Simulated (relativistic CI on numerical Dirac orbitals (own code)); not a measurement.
# Level scheme of Hg⁵⁰⁺

Calculated at this level of theory: Dirac-Coulomb-Breit CI, KLI orbitals optimised for each configuration, QED by a radiative potential, unscaled Slater integrals (own radial code, finite nucleus).

Configurations in the expansion (outside the closed core [Ar]): 3d10.4s2, 3d10.4s.4p, 3d10.4p2, 3d10.4s.4d, 3d10.4s.4f, 3d10.4d2, 3d10.4p.4d, 3d10.4f2, 3d10.4p.4f, 3d10.4d.4f, 3d10.4s.5s, 3d10.4s.5p, 3d10.4s.5d, 3d10.4s.5f, 3d10.4s.5g, 3d10.4s.6s, 3d10.4s.6p, 3d10.4s.6d, 3d10.4s.6f, 3d9.4s2.4p, 3d10.4s.7s, 3d9.4s2.4d, 3d9.4s2.4f, 3d9.4s2.5s, 3d9.4s2.5p, 3d9.4s2.5d. Double excitations out of closed p, d and f shells are left out; levels of such configurations are missing from the list, as are those of other unlisted configurations, and high levels can miss mixing partners. These lack a partner that the ground configuration has and come out too high: 3d9.4s2.4p, 3d9.4s2.4d, 3d9.4s2.4f, 3d9.4s2.5s, 3d9.4s2.5p.

| No. | Configuration | Term | J | E (eV) | % | Next component (%) | Landé g | jj configuration (%) |
| --- | --- | --- | --- | --- | --- | --- | --- | --- |
| 1 | 3d10.4s2 | 1S | 0 | 0.00 | 99 |  |  | closed (99) |
| 2 | 3d10.4s.4p | 3P° | 0 | 99.80 | 100 |  |  | 4s 4p1/2 (100) |
| 3 | 3d10.4s.4p | 3P° | 1 | 108.18 | 74 | 26 1P° | 1.362 | 4s 4p1/2 (99) |
| 4 | 3d10.4p2 | 3P | 0 | 228.76 | 69 | 30 1S |  | 4p1/2^2 (99) |
| 5 | 3d10.4s.4p | 3P° | 2 | 251.12 | 100 |  | 1.494 | 4s 4p3/2 (100) |
| 6 | 3d10.4s.4p | 1P° | 1 | 270.72 | 74 | 26 3P° | 1.124 | 4s 4p3/2 (99) |
| 7 | 3d10.4p2 | 3P | 1 | 372.64 | 100 |  | 1.495 | 4p1/2 4p3/2 (100) |
| 8 | 3d10.4p2 | 1D | 2 | 374.08 | 63 | 33 3P | 1.156 | 4p1/2 4p3/2 (96) |
| 9 | 3d10.4s.4d | 3D | 1 | 431.47 | 100 |  | 0.493 | 4s 4d3/2 (100) |
| 10 | 3d10.4s.4d | 3D | 2 | 436.10 | 77 | 20 1D | 1.131 | 4s 4d3/2 (93) |
| 11 | 3d10.4s.4d | 3D | 3 | 463.23 | 100 |  | 1.328 | 4s 4d5/2 (100) |
| 12 | 3d10.4s.4d | 1D | 2 | 472.06 | 71 | 22 3D | 1.063 | 4s 4d5/2 (91) |
| 13 | 3d10.4p2 | 3P | 2 | 529.04 | 59 | 36 1D | 1.292 | 4p3/2^2 (95) |
| 14 | 3d10.4p.4d | 3F° | 2 | 536.55 | 76 | 19 1D° | 0.752 | 4p1/2 4d3/2 (100) |
| 15 | 3d10.4p2 | 1S | 0 | 537.28 | 69 | 30 3P |  | 4p3/2^2 (99) |
| 16 | 3d10.4p.4d | 3D° | 1 | 556.59 | 53 | 29 1P° | 0.818 | 4p1/2 4d3/2 (99) |
| 17 | 3d10.4p.4d | 3P° | 2 | 579.43 | 48 | 33 3D° | 1.277 | 4p1/2 4d5/2 (100) |
| 18 | 3d10.4p.4d | 3F° | 3 | 579.49 | 53 | 24 1F° | 1.106 | 4p1/2 4d5/2 (97) |
| 19 | 3d10.4s.4f | 3F° | 3 | 650.89 | 65 | 30 1F° | 1.050 | 4s 4f5/2 (94) |
| 20 | 3d10.4s.4f | 3F° | 2 | 651.75 | 99 | 1 3d10.4p.4d 3D° | 0.665 | 4s 4f5/2 (99) |
| 21 | 3d10.4s.4f | 3F° | 4 | 659.13 | 98 | 2 3d10.4p.4d 3F° | 1.245 | 4s 4f7/2 (98) |
| 22 | 3d10.4s.4f | 1F° | 3 | 663.49 | 60 | 34 3F° | 1.029 | 4s 4f7/2 (94) |
| 23 | 3d10.4p.4d | 3D° | 2 | 696.43 | 50 | 28 1D° | 1.026 | 4p3/2 4d3/2 (97) |
| 24 | 3d10.4p.4d | 3P° | 0 | 699.98 | 100 |  |  | 4p3/2 4d3/2 (100) |
| 25 | 3d10.4p.4d | 3P° | 1 | 701.44 | 62 | 35 3D° | 1.127 | 4p3/2 4d3/2 (99) |
| 26 | 3d10.4p.4d | 3F° | 3 | 704.88 | 41 | 29 3D° | 1.125 | 4p3/2 4d3/2 (84) |
| 27 | 3d10.4p.4d | 3F° | 4 | 720.73 | 98 | 2 3d10.4s.4f 3F° | 1.244 | 4p3/2 4d5/2 (98) |
| 28 | 3d10.4p.4d | 3P° | 2 | 727.52 | 48 | 37 1D° | 1.250 | 4p3/2 4d5/2 (98) |
| 29 | 3d10.4p.4d | 3D° | 3 | 742.57 | 50 | 47 1F° | 1.161 | 4p3/2 4d5/2 (90) |
| 30 | 3d10.4p.4d | 1P° | 1 | 744.48 | 67 | 20 3P° | 1.037 | 4p3/2 4d5/2 (98) |
| 31 | 3d10.4p.4f | 3G | 3 | 762.51 | 73 | 20 1F | 0.820 | 4p1/2 4f5/2 (100) |
| 32 | 3d10.4p.4f | 3F | 2 | 769.02 | 48 | 29 1D | 0.869 | 4p1/2 4f5/2 (99) |
| 33 | 3d10.4p.4f | 3D | 3 | 774.53 | 52 | 31 3F | 1.190 | 4p1/2 4f7/2 (100) |
| 34 | 3d10.4p.4f | 3G | 4 | 774.86 | 43 | 30 1G | 1.082 | 4p1/2 4f7/2 (99) |
| 35 | 3d10.4d2 | 3F | 2 | 871.02 | 74 | 22 1D | 0.765 | 4d3/2^2 (98) |
| 36 | 3d10.4d2 | 3P | 0 | 881.27 | 71 | 28 1S |  | 4d3/2^2 (98) |
| 37 | 3d10.4d2 | 3F | 3 | 898.20 | 86 | 7 3d10.4p.4f 3F | 1.071 | 4d3/2 4d5/2 (86) |
| 38 | 3d10.4d2 | 1G | 4 | 899.39 | 57 | 16 3d10.4p.4f 3G | 1.034 | 4d3/2 4d5/2 (69) |
| 39 | 3d10.4d2 | 3P | 2 | 903.02 | 38 | 32 1D | 1.104 | 4d3/2 4d5/2 (86) |
| 40 | 3d10.4d2 | 3P | 1 | 907.43 | 100 |  | 1.495 | 4d3/2 4d5/2 (100) |
| 41 | 3d10.4p.4f | 1F | 3 | 915.06 | 37 | 29 3F | 0.972 | 4p3/2 4f5/2 (82) |
| 42 | 3d10.4p.4f | 3F | 4 | 917.43 | 58 | 16 3G | 1.185 | 4p3/2 4f7/2 (70) |
| 43 | 3d10.4p.4f | 3D | 2 | 919.04 | 43 | 39 3F | 0.975 | 4p3/2 4f5/2 (87) |
| 44 | 3d10.4p.4f | 3D | 1 | 920.94 | 100 |  | 0.494 | 4p3/2 4f5/2 (100) |
| 45 | 3d10.4p.4f | 3G | 5 | 923.20 | 100 |  | 1.195 | 4p3/2 4f7/2 (100) |
| 46 | 3d10.4p.4f | 3D | 3 | 925.03 | 45 | 26 3F | 1.169 | 4p3/2 4f7/2 (92) |
| 47 | 3d10.4d2 | 3F | 4 | 925.31 | 47 | 24 3d10.4p.4f 1G | 1.132 | 4p3/2 4f5/2 (49) |
| 48 | 3d10.4p.4f | 1D | 2 | 930.38 | 33 | 29 3d10.4d2 3P | 1.177 | 4p3/2 4f7/2 (61) |
| 49 | 3d10.4d2 | 1D | 2 | 944.85 | 37 | 27 3d10.4p.4f 1D | 1.077 | 4d5/2^2 (61) |
| 50 | 3d10.4d2 | 1G | 4 | 946.52 | 33 | 28 3d10.4p.4f 1G | 1.090 | 4d5/2^2 (50) |
| 51 | 3d10.4d2 | 1S | 0 | 950.50 | 71 | 28 3P |  | 4d5/2^2 (98) |
| 52 | 3d10.4d.4f | 3H° | 4 | 1079.29 | 82 | 16 1G° | 0.833 | 4d3/2 4f5/2 (100) |
| 53 | 3d10.4d.4f | 3F° | 2 | 1084.31 | 65 | 29 1D° | 0.795 | 4d3/2 4f5/2 (98) |
| 54 | 3d10.4d.4f | 3G° | 3 | 1092.50 | 64 | 28 3F° | 0.859 | 4d3/2 4f5/2 (74) |
| 55 | 3d10.4d.4f | 1G° | 4 | 1092.93 | 38 | 28 3F° | 1.056 | 4d3/2 4f7/2 (94) |
| 56 | 3d10.4d.4f | 3H° | 5 | 1095.45 | 85 | 8 1H° | 1.035 | 4d3/2 4f7/2 (83) |
| 57 | 3d10.4d.4f | 3F° | 3 | 1097.90 | 42 | 26 3D° | 1.091 | 4d3/2 4f7/2 (69) |
| 58 | 3d10.4d.4f | 3D° | 1 | 1099.94 | 52 | 24 1P° | 0.850 | 4d3/2 4f5/2 (97) |
| 59 | 3d10.4d.4f | 3P° | 2 | 1102.15 | 51 | 26 3D° | 1.274 | 4d3/2 4f7/2 (97) |
| 60 | 3d10.4d.4f | 3G° | 4 | 1118.40 | 47 | 39 1G° | 1.018 | 4d5/2 4f5/2 (70) |
| 61 | 3d10.4d.4f | 3H° | 6 | 1120.09 | 100 |  | 1.161 | 4d5/2 4f7/2 (100) |
| 62 | 3d10.4d.4f | 3D° | 2 | 1121.06 | 42 | 30 1D° | 0.973 | 4d5/2 4f5/2 (83) |
| 63 | 3d10.4d.4f | 3D° | 3 | 1121.60 | 35 | 29 3F° | 1.087 | 4d5/2 4f5/2 (90) |
| 64 | 3d10.4d.4f | 3F° | 4 | 1122.76 | 64 | 28 3G° | 1.170 | 4d5/2 4f7/2 (75) |
| 65 | 3d10.4d.4f | 3G° | 5 | 1126.57 | 67 | 20 1H° | 1.133 | 4d5/2 4f5/2 (56) |
| 66 | 3d10.4d.4f | 3P° | 1 | 1127.30 | 63 | 36 3D° | 1.127 | 4d5/2 4f5/2 (98) |
| 67 | 3d10.4d.4f | 3P° | 0 | 1127.54 | 100 |  |  | 4d5/2 4f5/2 (100) |
| 68 | 3d10.4d.4f | 3P° | 2 | 1131.73 | 46 | 27 3D° | 1.270 | 4d5/2 4f7/2 (85) |
| 69 | 3d10.4d.4f | 1F° | 3 | 1136.79 | 55 | 38 3D° | 1.109 | 4d5/2 4f7/2 (97) |
| 70 | 3d10.4d.4f | 1H° | 5 | 1140.35 | 72 | 27 3G° | 1.049 | 4d5/2 4f7/2 (65) |

Energies count from the lowest computed level; ° marks odd parity. Filled j subshells are mostly left out of the jj labels.

The mean weight of the leading LS term, summed over parents, in these 70 levels is 66 %, and that of the leading jj configuration (from the same eigenvectors) 90 %, so jj coupling describes them better and the LS labels are nominal.

At this charge energies of transitions that change n are usually good to better than 1 %, and those within a shell (Δn = 0) to a few per cent.

LS names give the leading component of a level, which can be under half, so a name can repeat, a term be missing and a line seem to break the LS rules.
